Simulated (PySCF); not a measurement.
PySCF input (MN15/def2-TZVPD):

```python
from pyscf import gto, scf, dft

mol = gto.M(
    atom='''
    Pb    0.01300960    0.01244349    0.01318078
    H     1.00984036   -1.03472481   -1.05222880
    H    -1.01715676    1.05515155   -1.02453197
    H    -1.05947085   -1.04079298    0.99593670
    ''',
    basis='def2-tzvpd',
    ecp='def2-tzvp',
    charge=0,
    spin=1,
    verbose=4,
)

mf = dft.UKS(mol, xc='mn15').density_fit(auxbasis='def2-universal-jkfit')
mf.grids.level = 4
mf.conv_tol = 1e-9
mf.max_cycle = 100
mf.max_memory = 1500
mf.kernel()
if not mf.converged:
    mf = mf.newton()
    mf.kernel(mf.make_rdm1())
for _ in range(2):
    mo, _, stable, _ = mf.stability(return_status=True)
    if stable:
        break
    mf.kernel(mf.make_rdm1(mo, mf.mo_occ))
mf.analyze()
```

Output:

```
ECP def2-tzvp not found for  H
PySCF version 2.14.0

[INPUT] verbose = 4
[INPUT] num. atoms = 4
[INPUT] num. electrons = 25
[INPUT] charge = 0
[INPUT] spin (= nelec alpha-beta = 2S) = 1
[INPUT] symmetry False subgroup None
[INPUT] Mole.unit = angstrom
[INPUT] Symbol           X                Y                Z      unit          X                Y                Z       unit  Magmom
[INPUT]  1 Pb     0.013009600000   0.012443490000   0.013180780000 AA    0.024584580990   0.023514788134   0.024908064308 Bohr   0.0
[INPUT]  2 H      1.009840360000  -1.034724810000  -1.052228800000 AA    1.908321709932  -1.955346505193  -1.988424252380 Bohr   0.0
[INPUT]  3 H     -1.017156760000   1.055151550000  -1.024531970000 AA   -1.922147702150   1.993947449410  -1.936084829161 Bohr   0.0
[INPUT]  4 H     -1.059470850000  -1.040792980000   0.995936700000 AA   -2.002109743460  -1.966813684570   1.882047600403 Bohr   0.0

nuclear repulsion = 19.992493875505
number of shells = 33
number of NR pGTOs = 130
number of NR cGTOs = 83
basis = def2-tzvpd
ecp = def2-tzvp

******** <class 'pyscf.df.df_jk.DFUKS'> ********
method = DFUKS
initial guess = minao
damping factor = 0
level_shift factor = 0
DIIS = <class 'pyscf.scf.diis.CDIIS'>
diis_start_cycle = 1
diis_space = 8
diis_damp = 0
SCF conv_tol = 1e-09
SCF conv_tol_grad = None
SCF max_cycles = 100
direct_scf = False
number electrons alpha = 13  beta = 12
XC library pyscf.dft.libxc version 7.1.2
    S. Lehtola, C. Steigemann, M. J. T. Oliveira, and M. A. L. Marques,  SoftwareX 7, 1–5 (2018)
XC functionals = mn15
    H. S. Yu, X. He, S. L. Li, and D. G. Truhlar,  Chem. Sci. 7, 5032–5051 (2016)
    H. S. Yu, X. He, S. L. Li, and D. G. Truhlar,  Chem. Sci. 7, 5032–5051 (2016)
radial grids:
    Treutler-Ahlrichs [JCP 102, 346 (1995); DOI:10.1063/1.469408] (M4) radial grids

becke partition: Becke, JCP 88, 2547 (1988); DOI:10.1063/1.454033
pruning grids: <function nwchem_prune>
grids dens level: 4
symmetrized grids: False
atomic radii adjust function: <function treutler_atomic_radii_adjust>
small_rho_cutoff = 0
Set gradient conv threshold to 3.16228e-05
tot grids = 80464
******** <class 'pyscf.df.df.DF'> ********
auxbasis = def2-universal-jkfit
init E= -162.242147196475
  alpha nocc = 13  HOMO = -0.666194669273878  LUMO = -0.428835812831848
  beta  nocc = 12  HOMO = -0.771684205303119  LUMO = -0.666194669273876

WARN: HOMO -0.666194669273878 >= LUMO -0.666194669273876
[...]
  beta  nocc = 12  HOMO = -0.337812485102233  LUMO = -0.116221074377714
  HOMO = -0.25363961659  LUMO = -0.116221074378  gap/eV = 3.73935
Extra cycle  E= -194.207312156803  delta_E= -4.04e-12  |g|= 1.3e-06  |ddm|= 6.93e-06
converged SCF energy = -194.207312156803  <S^2> = 0.75191531  2S+1 = 2.0019144
uhf_internal: lowest eigs of H = [0.23481505 0.23485548 0.30443128]
<class 'pyscf.df.df_jk.DFUKS'> wavefunction is stable in the internal stability analysis
**** SCF Summaries ****
Total Energy =                        -194.207312156803056
Nuclear Repulsion Energy =              19.992493875504980
One-electron Energy =                 -376.950681944694225
Two-electron Energy =                  162.750875912386192
Two-electron Coulomb Energy =          179.382867313765615
DFT Exchange-Correlation Energy =      -16.631991401379430
HOMO-LUMO gap [eV] =                     3.739348998455296
**** MO energy ****
                             alpha | beta                alpha | beta
MO #1   energy= -5.40654777409251  | -5.40642255794664  occ= 1 | 1
MO #2   energy= -3.28624524358647  | -3.28498752314776  occ= 1 | 1
MO #3   energy= -3.28264784858828  | -3.28129248851141  occ= 1 | 1
MO #4   energy= -3.28264783595903  | -3.28129247384746  occ= 1 | 1
MO #5   energy= -0.881608952837877 | -0.876854728245508 occ= 1 | 1
MO #6   energy= -0.881608930202597 | -0.876854711777252 occ= 1 | 1
MO #7   energy= -0.878142328926273 | -0.872008931414306 occ= 1 | 1
MO #8   energy= -0.873265304047609 | -0.869728351741466 occ= 1 | 1
MO #9   energy= -0.873265287770498 | -0.869728350006274 occ= 1 | 1
MO #10  energy= -0.603879560430398 | -0.579552254005879 occ= 1 | 1
MO #11  energy= -0.353233004295984 | -0.337812643154491 occ= 1 | 1
MO #12  energy= -0.353232653235805 | -0.337812485102233 occ= 1 | 1
MO #13  energy= -0.253639616590409 | -0.116221074377714 occ= 1 | 0
MO #14  energy= -0.00363058212786349 | 0.00824567713394586 occ= 0 | 0
MO #15  energy= 0.0376996007961457 | 0.0496276076488926 occ= 0 | 0
MO #16  energy= 0.0376996764169432 | 0.0496276924059006 occ= 0 | 0
MO #17  energy= 0.0620885233503321 | 0.0880247169846395 occ= 0 | 0
MO #18  energy= 0.0923877646845101 | 0.104197708215716  occ= 0 | 0
MO #19  energy= 0.0923877681231698 | 0.10419778083702   occ= 0 | 0
MO #20  energy= 0.111128348407336  | 0.118671269808125  occ= 0 | 0
MO #21  energy= 0.11112839984562   | 0.118671324407926  occ= 0 | 0
MO #22  energy= 0.116643077035786  | 0.140044821259044  occ= 0 | 0
MO #23  energy= 0.135242940279837  | 0.153793858737478  occ= 0 | 0
MO #24  energy= 0.169597346990094  | 0.173680533021285  occ= 0 | 0
MO #25  energy= 0.169597416516715  | 0.173680648400573  occ= 0 | 0
MO #26  energy= 0.242119417960733  | 0.245369342754625  occ= 0 | 0
MO #27  energy= 0.242119614683076  | 0.245369414727934  occ= 0 | 0
MO #28  energy= 0.242456453340453  | 0.245562696880819  occ= 0 | 0
MO #29  energy= 0.268443450271182  | 0.281158672654706  occ= 0 | 0
MO #30  energy= 0.276453495568044  | 0.289097537503317  occ= 0 | 0
MO #31  energy= 0.276453521486844  | 0.289097560146843  occ= 0 | 0
MO #32  energy= 0.299931217480727  | 0.306791176839805  occ= 0 | 0
MO #33  energy= 0.318650669034911  | 0.328498708478106  occ= 0 | 0
MO #34  energy= 0.318650674296176  | 0.328498743282992  occ= 0 | 0
MO #35  energy= 0.354521859846706  | 0.362650692734773  occ= 0 | 0
MO #36  energy= 0.388439805710861  | 0.393470497309649  occ= 0 | 0
MO #37  energy= 0.408085609527389  | 0.417307141484103  occ= 0 | 0
MO #38  energy= 0.408085651437641  | 0.417307188240387  occ= 0 | 0
MO #39  energy= 0.436219613165757  | 0.442386578648388  occ= 0 | 0
MO #40  energy= 0.436219661338699  | 0.442386627232433  occ= 0 | 0
MO #41  energy= 0.505207458416392  | 0.510442805728995  occ= 0 | 0
MO #42  energy= 0.505208136474791  | 0.510443475223326  occ= 0 | 0
MO #43  energy= 0.567107920678378  | 0.586831175003248  occ= 0 | 0
MO #44  energy= 0.693193427967902  | 0.715538657641603  occ= 0 | 0
MO #45  energy= 0.711330220272737  | 0.724947865997546  occ= 0 | 0
MO #46  energy= 0.711330361596247  | 0.736294430233977  occ= 0 | 0
MO #47  energy= 0.721559333152592  | 0.736294571609639  occ= 0 | 0
MO #48  energy= 0.816327451250215  | 0.832857676520544  occ= 0 | 0
MO #49  energy= 0.816327655085485  | 0.832857800507856  occ= 0 | 0
MO #50  energy= 0.829378886338001  | 0.845607378901764  occ= 0 | 0
MO #51  energy= 0.934217741526723  | 0.948857126123627  occ= 0 | 0
MO #52  energy= 0.997882314745879  | 1.00994384461599   occ= 0 | 0
MO #53  energy= 0.997882806465836  | 1.00994410717007   occ= 0 | 0
MO #54  energy= 1.08380551613466   | 1.11477993477296   occ= 0 | 0
MO #55  energy= 1.10168558936044   | 1.11639342700548   occ= 0 | 0
MO #56  energy= 1.1016858159963    | 1.11639358730002   occ= 0 | 0
MO #57  energy= 1.1256979487151    | 1.14125485871352   occ= 0 | 0
MO #58  energy= 1.12569858435714   | 1.14125523097037   occ= 0 | 0
MO #59  energy= 1.64435570435836   | 1.65214787547618   occ= 0 | 0
MO #60  energy= 1.65813057390184   | 1.66642712633366   occ= 0 | 0
MO #61  energy= 1.65813150359521   | 1.66642772240215   occ= 0 | 0
MO #62  energy= 1.68638886832248   | 1.69296474905267   occ= 0 | 0
MO #63  energy= 1.6863960994928    | 1.69586485078882   occ= 0 | 0
MO #64  energy= 1.68753746529773   | 1.69586643446114   occ= 0 | 0
MO #65  energy= 2.04992836140842   | 2.06319234446719   occ= 0 | 0
MO #66  energy= 2.07034433530667   | 2.08100531173711   occ= 0 | 0
MO #67  energy= 2.11091607208832   | 2.12295268945947   occ= 0 | 0
MO #68  energy= 2.11091741310673   | 2.12295378123793   occ= 0 | 0
MO #69  energy= 2.13598803388212   | 2.15248890186757   occ= 0 | 0
MO #70  energy= 2.13598861482554   | 2.15248967088491   occ= 0 | 0
MO #71  energy= 2.21029896809795   | 2.2134588994415    occ= 0 | 0
MO #72  energy= 2.22018654941948   | 2.23702304134583   occ= 0 | 0
MO #73  energy= 2.28337816182029   | 2.29982023124395   occ= 0 | 0
MO #74  energy= 2.28337991995171   | 2.29982110268339   occ= 0 | 0
MO #75  energy= 2.53001767425529   | 2.53185963334162   occ= 0 | 0
MO #76  energy= 2.68985101082374   | 2.70101827575929   occ= 0 | 0
MO #77  energy= 2.68985396309333   | 2.70101879421082   occ= 0 | 0
MO #78  energy= 3.09225643903827   | 3.10027465346444   occ= 0 | 0
MO #79  energy= 34.9761943248891   | 34.9789932858383   occ= 0 | 0
MO #80  energy= 35.395964658705    | 35.4228135696191   occ= 0 | 0
MO #81  energy= 35.5472804521074   | 35.5509994498162   occ= 0 | 0
MO #82  energy= 35.5472807041815   | 35.5509995923566   occ= 0 | 0
MO #83  energy= 124.63307959807    | 124.636918935227   occ= 0 | 0

To work with the spin densities directly, `use mulliken_meta_spin()` only printing them here.

 ** Mulliken spin pop alpha/beta on meta-lowdin orthogonal AOs **
 ** Mulliken Spin Density (per AO)  **
spin_pop of  0 Pb 5s        0.00023
spin_pop of  0 Pb 6s        0.17137
spin_pop of  0 Pb 7s        0.01249
spin_pop of  0 Pb 8s        0.00062
spin_pop of  0 Pb 9s        0.00041
spin_pop of  0 Pb 10s        0.00017
spin_pop of  0 Pb 11s        0.00070
spin_pop of  0 Pb 5px       0.00009
spin_pop of  0 Pb 5py       0.00008
spin_pop of  0 Pb 5pz       0.00010
spin_pop of  0 Pb 6px       0.01166
spin_pop of  0 Pb 6py       0.01061
spin_pop of  0 Pb 6pz       0.01198
spin_pop of  0 Pb 7px       0.00343
spin_pop of  0 Pb 7py       0.00309
spin_pop of  0 Pb 7pz       0.00351
[...]
```
